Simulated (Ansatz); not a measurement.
`F[Si](F)(Cl)Cl` + H₂ → `F[SiH](F)Cl` + HCl at 400 K and 1 bar (hydrogenolysis of the Si–Cl bond).

Program: Ansatz. Geometries: PBE0-D4/def2-TZVP. ΔE: electronic, gas phase. CBS: MP2 limit from def2 TZ/QZ plus the TZ coupled-cluster correction, frozen cores. This one scheme is used for every species.

```
         species  CCSD(T)/CBS energy (Eh)  H − E (kJ/mol)  S (J/(mol·K))
`F[Si](F)(Cl)Cl`              -1408.46553            52.4          348.2
              H₂                 -1.17544            38.0          139.0
   `F[SiH](F)Cl`               -949.23245            65.7          320.7
             HCl               -460.38127            29.6          195.4
```

H − E and S are ideal-gas, rigid-rotor, harmonic terms from PBE0-D4/def2-TZVP. The MP2-based limit puts H₂ 0.8 mEh under its directly extrapolated value; such offsets cancel only in part. 1 Eh = 2625.50 kJ/mol, R = 8.31446 J/(mol·K).

By hand: ΔE, ΔH, ΔS and ΔG.

ΔE = (-949.23245) + (-460.38127) − (-1408.46553) − (-1.17544) = 0.02725 Eh = 71.5 kJ/mol. Δ(H − E) = 65.7 + 29.6 − 52.4 − 38.0 = 4.9, so ΔH = 76.4 kJ/mol. ΔS = 320.7 + 195.4 − 348.2 − 139.0 = 28.9 J/(mol·K). ΔG = 76.4 − 400 × (28.9)/1000 = 64.8 kJ/mol.

By hand: the equilibrium constant, and the temperature at which ΔG would vanish if ΔH and ΔS stayed fixed.

log₁₀ K = −ΔG/(RT ln 10) = -8.5. ΔG = 0 at ΔH/ΔS = 2644 K, far beyond where these terms or the molecules hold.

ΔH outweighs TΔS. A doubt of 5 kJ/mol in ΔE shifts log₁₀ K by 0.7 here. These are equilibria of isolated gas molecules and say nothing of rates. Largest T1 diagnostic: 0.011 (customary marks: 0.02 for closed shells, 0.045 for open ones).
